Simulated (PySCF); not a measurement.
Si(Br)(Me)(OH)2 (CH₅BrO₂Si), SMILES C[Si](O)(O)Br.

The structure is a stationary point at B3LYP-D3(BJ)/def2-SVP. The structure was generated by enumeration, and PubChem lists no compound with its InChIKey, so it may never have been made. The values are those of a single conformer.

Two levels are set side by side: PBE/def2-TZVP (PySCF) and B3LYP/def2-TZVP (PySCF). Same geometry, gas phase. Differences are taken from unrounded values.

```tsv
quantity	B3LYP
orbital gap (eV)	8.29
highest occupied level (eV)	-8.15
lowest empty level (eV)	0.14
dipole moment (D)	0.92
mean polarisability (bohr³)	61.8
```

**Question.** What does PBE give, and how far is it from B3LYP? (Estimate from the structure and the level; the computed values follow.)

**Answer.** 
```
quantity                       PBE  PBE minus B3LYP
---------------------------  -----  ---------------
orbital gap (eV)              6.67            -1.62
highest occupied level (eV)  -7.06             1.09
lowest empty level (eV)      -0.39            -0.53
dipole moment (D)             0.91            -0.01
mean polarisability (bohr³)   64.1              2.3
```

PBE's occupied levels lie high since its potential decays too fast outside the molecule; exact exchange lowers them and widens the gap. Loosely held outer electrons make PBE densities more polarisable. Differences between two approximate levels are no errors against the true value.

Rough cost on one machine, each run with all the roots and properties that it gave: B3LYP against PBE within a factor of 2.
